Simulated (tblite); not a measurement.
Compound: C5H9N3Si.
SMILES with atom numbers: `[SiH3:1][n:2]1[n:3][n:4][cH:5][c:6]1[CH:7]1[CH2:8][CH2:9]1` (hydrogens: H10, H11, H12 on Si1; H13 on C5; H14 on C7; H15, H16 on C8; H17, H18 on C9)

Computed with GFN2-xTB (tblite), gas phase: L-BFGS steps from a force-field or distance-geometry start until the largest atomic force falls under 0.01 eV/Å.

The end geometry, which sets the zero of energy:
```
atom  x, y, z in Å
Si1    -2.0946   -1.1434    1.3442
N2     -1.4555    0.2546    0.4899
N3     -2.2402    1.3462    0.3658
N4     -1.6089    2.2508   -0.2629
C5     -0.3791    1.7997   -0.5825
C6     -0.2589    0.5106   -0.1061
C7      0.8352   -0.4558   -0.1620
C8      2.2590    0.0324   -0.0887
C9      1.7242   -0.4948   -1.3783
H10    -2.0437   -2.2676    0.4073
H11    -1.2044   -1.3859    2.4815
H12    -3.4358   -0.7309    1.7119
H13     0.3185    2.4107   -1.1172
H14     0.6081   -1.3996    0.3192
H15     2.4181    1.0962    0.0015
H16     2.9694   -0.5657    0.4613
H17     2.0636   -1.4586   -1.7253
H18     1.5163    0.2075   -2.1710
```

Question: These geometries come from the run, each turned onto the end geometry. Order them by energy, lowest first.
A.
```
atom  x, y, z in Å
Si1    -2.1169   -1.2009    1.1630
N2     -1.4231    0.2826    0.5221
N3     -2.2186    1.3654    0.3994
N4     -1.5512    2.3260   -0.0941
C5     -0.2854    1.9208   -0.3216
C6     -0.1788    0.6043    0.0724
C7      0.9269   -0.3526    0.0314
C8      2.3058    0.1088   -0.3447
C9      1.5185   -0.7149   -1.3099
H10    -1.6299   -2.2840    0.3078
H11    -1.6090   -1.3585    2.5266
H12    -3.5491   -0.9774    1.0757
H13     0.4459    2.5845   -0.7333
H14     0.8432   -1.1481    0.7632
H15     2.4390    1.1552   -0.5670
H16     3.1528   -0.3377    0.1537
H17     1.8054   -1.7425   -1.4721
H18     1.1155   -0.2246   -2.1841
```
B.
```
atom  x, y, z in Å
Si1    -2.0354   -1.2520    0.9450
N2     -1.4165    0.3106    0.4290
N3     -2.2556    1.3567    0.3041
N4     -1.5994    2.3820   -0.0539
C5     -0.2931    2.0611   -0.1727
C6     -0.1524    0.7266    0.1343
C7      0.9823   -0.2013    0.1697
C8      2.2823    0.1239   -0.4985
C9      1.3982   -0.9275   -1.0883
H10    -1.7132   -2.2170   -0.1048
H11    -1.3400   -1.5711    2.1909
H12    -3.4548   -1.0165    1.1158
H13     0.4391    2.7970   -0.4327
H14     1.0253   -0.7756    1.0883
H15     2.3708    1.0631   -1.0176
H16     3.1929   -0.1881   -0.0149
H17     1.6816   -1.9649   -0.9991
H18     0.8792   -0.7006   -2.0060
```
C.
```
atom  x, y, z in Å
Si1    -2.1065   -1.1552    1.3135
N2     -1.4464    0.2639    0.5101
N3     -2.2360    1.3512    0.3848
N4     -1.6019    2.2657   -0.2256
C5     -0.3638    1.8261   -0.5306
C6     -0.2410    0.5357   -0.0614
C7      0.8530   -0.4305   -0.1215
C8      2.2833    0.0448   -0.1428
C9      1.6813   -0.5328   -1.3784
H10    -1.8919   -2.2783    0.3961
H11    -1.3270   -1.3516    2.5420
H12    -3.5006   -0.8049    1.5423
H13     0.3418    2.4410   -1.0490
H14     0.6383   -1.3502    0.4111
H15     2.4633    1.1074   -0.1055
H16     3.0165   -0.5434    0.3875
H17     1.9950   -1.5156   -1.6938
H18     1.4339    0.1332   -2.1903
```
D.
```
atom  x, y, z in Å
Si1    -2.0897   -1.2570    0.7910
N2     -1.4472    0.3576    0.3937
N3     -2.2547    1.4496    0.2593
N4     -1.5504    2.4751    0.0118
C5     -0.2494    2.1202   -0.0355
C6     -0.1481    0.7695    0.2031
C7      1.0721   -0.0698    0.2529
C8      2.1946    0.1468   -0.7392
C9      1.3790   -1.0989   -0.8084
H10    -1.9931   -2.0884   -0.4042
H11    -1.2300   -1.8211    1.8307
H12    -3.4530   -1.1855    1.2588
H13     0.5281    2.8225   -0.2136
H14     1.4207   -0.3260    1.2533
H15     2.0635    0.8835   -1.5163
H16     3.2213    0.0621   -0.4030
H17     1.8425   -2.0326   -0.5201
H18     0.6853   -1.2011   -1.6256
```
E.
```
atom  x, y, z in Å
Si1    -2.0676   -1.2650    0.7752
N2     -1.3956    0.3214    0.4000
N3     -2.2273    1.3761    0.2853
N4     -1.5549    2.4217    0.0299
C5     -0.2428    2.1100   -0.0320
C6     -0.1198    0.7583    0.1912
C7      1.0781   -0.0829    0.2532
C8      2.1816    0.1505   -0.7386
C9      1.3616   -1.0998   -0.8185
H10    -1.9737   -2.0622   -0.4515
H11    -1.1972   -1.7953    1.8289
H12    -3.4427   -1.0919    1.2291
H13     0.5184    2.8416   -0.2162
H14     1.3595   -0.3351    1.2735
H15     2.0414    0.9020   -1.5042
H16     3.1940    0.0820   -0.3720
H17     1.8164   -2.0281   -0.5073
H18     0.6620   -1.1969   -1.6376
```

Answer: C (0.004 eV), A (0.022 eV), B (0.041 eV), E (0.081 eV), D (0.159 eV).

In the order of the answer:

| step | E above end (eV) | largest force (eV/Å) | rms force component (eV/Å) | rms distance from end (Å) | rms bond change (Å) | bond most changed (Å) |
| --- | --- | --- | --- | --- | --- | --- |
| 138 | 0.004 | 0.11 | 0.027 | 0.095 | 0.002 | Si1–H12 +0.005 |
| 109 | 0.022 | 0.05 | 0.013 | 0.398 | 0.002 | C7–C8 -0.005 |
| 83 | 0.041 | 0.08 | 0.034 | 0.656 | 0.003 | C7–C8 -0.009 |
| 9 | 0.081 | 0.21 | 0.058 | 0.959 | 0.004 | Si1–H12 +0.008 |
| 3 | 0.159 | 0.53 | 0.145 | 0.961 | 0.010 | Si1–N2 +0.024 |

What follows is the cost of the whole relaxation. The run took 1.8 s wall on one thread of an Arm Neoverse N1 (shared host).
